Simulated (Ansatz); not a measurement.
Geometry optimisation, Ansatz, RKS B3LYP-D4/6-31G*.

The input (input.yaml):

```yaml
crystal:
  periodic: [false, false, false]
  atoms:
    - { symbol: C, position_ang: [-0.8039, 2.0758, -0.0827] }
    - { symbol: Al, position_ang: [-0.0228, 0.5158, -0.9326] }
    - { symbol: Si, position_ang: [0.7412, -1.2335, 0.4174] }
    - { symbol: S, position_ang: [-0.1964, -3.0339, -0.0623] }
    - { symbol: H, position_ang: [-0.8476, 1.9956, 0.9909] }
    - { symbol: H, position_ang: [-0.2741, 3.0414, -0.3733] }
    - { symbol: H, position_ang: [-1.8701, 2.2259, -0.4496] }
    - { symbol: H, position_ang: [0.1452, 0.4358, -2.5269] }
    - { symbol: H, position_ang: [0.5421, -0.8822, 1.8854] }
    - { symbol: H, position_ang: [2.2167, -1.4209, 0.227] }
    - { symbol: H, position_ang: [0.4351, -3.777, 0.9273] }
basis:
  gaussian: { orbitals: "6-31G*" }
hamiltonian:
  xc: b3lyp
  dispersion: d4
relax:
  f_tol: 0.015
  max_steps: 40
output:
  orbitals: {}
```

Command:

```bash
$ ansatz run input.yaml --threads 1 --pin off --max-ram 2048MiB --backend cpu --events-out ev --progress --plain --runs-dir out
```

Where does it end, and by what steps?

The run converged. The force dipped under the threshold on the way, but the program's further checks kept it going. After 29 steps the energy has fallen by 0.272 eV; H8 moved furthest, 1.22 Å.

```json
{"step": "0", "energy less start (eV)": "0.0000", "largest force component (eV/Å)": "1.743", "accepted": "yes"}
{"step": "2", "energy less start (eV)": "-0.2474", "largest force component (eV/Å)": "0.208", "accepted": "yes"}
{"step": "4", "energy less start (eV)": "-0.2556", "largest force component (eV/Å)": "0.026", "accepted": "yes"}
{"step": "6", "energy less start (eV)": "-0.2587", "largest force component (eV/Å)": "0.037", "accepted": "yes"}
{"step": "8", "energy less start (eV)": "-0.2593", "largest force component (eV/Å)": "0.023", "accepted": "yes"}
{"step": "10", "energy less start (eV)": "-0.2599", "largest force component (eV/Å)": "0.039", "accepted": "yes"}
{"step": "12", "energy less start (eV)": "-0.2614", "largest force component (eV/Å)": "0.097", "accepted": "yes"}
{"step": "14", "energy less start (eV)": "-0.2629", "largest force component (eV/Å)": "0.148", "accepted": "yes"}
{"step": "16", "energy less start (eV)": "-0.2659", "largest force component (eV/Å)": "0.073", "accepted": "yes"}
{"step": "18", "energy less start (eV)": "-0.2682", "largest force component (eV/Å)": "0.108", "accepted": "yes"}
{"step": "20", "energy less start (eV)": "-0.2699", "largest force component (eV/Å)": "0.009", "accepted": "yes"}
{"step": "22", "energy less start (eV)": "-0.2707", "largest force component (eV/Å)": "0.113", "accepted": "yes"}
{"step": "24", "energy less start (eV)": "-0.2718", "largest force component (eV/Å)": "0.012", "accepted": "yes"}
{"step": "26", "energy less start (eV)": "-0.2722", "largest force component (eV/Å)": "0.035", "accepted": "yes"}
{"step": "28", "energy less start (eV)": "-0.2724", "largest force component (eV/Å)": "0.008", "accepted": "yes"}
{"step": "29", "energy less start (eV)": "-0.2725", "largest force component (eV/Å)": "0.006", "accepted": "yes"}
```

```xyz
11
Properties=species:S:1:pos:R:3
C -0.594 2.291 -0.202
Al -0.453 0.431 -0.819
Si 0.553 -1.295 0.627
S 0.505 -3.187 -0.453
H -0.392 2.419 0.867
H 0.122 2.923 -0.747
H -1.590 2.703 -0.412
H -0.968 0.022 -2.269
H -0.169 -1.442 1.929
H 1.964 -0.970 1.003
H 1.088 -3.954 0.496
```

Time of the run: 4.4 min on 1 thread of Arm Neoverse N1, with other jobs on the host, peak memory 0.18 GiB.
